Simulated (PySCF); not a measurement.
ZnF, SMILES [F][Zn] (connectivity only; charge and spin as stated), neutral, multiplicity 2.

Geometry optimised at PBE0-D3(BJ)/def2-TZVPD. The spin state was assumed, not searched.

Level of theory: r2SCAN/def2-TZVPD (PySCF).

- total energy: -1879.22224 hartree
- point group: C∞v
- α spin, highest occupied and lowest empty level: -6.27 and -1.37 eV
- β spin, highest occupied and lowest empty level: -8.33 and -4.26 eV
- dipole moment: 2.95 D
- mean static polarisability: 32.4 bohr³ (4.80 Å³)
- polarisability, principal values: 32.0, 32.0, 33.3 bohr³
- ⟨S²⟩: 0.754 (pure state 0.75)
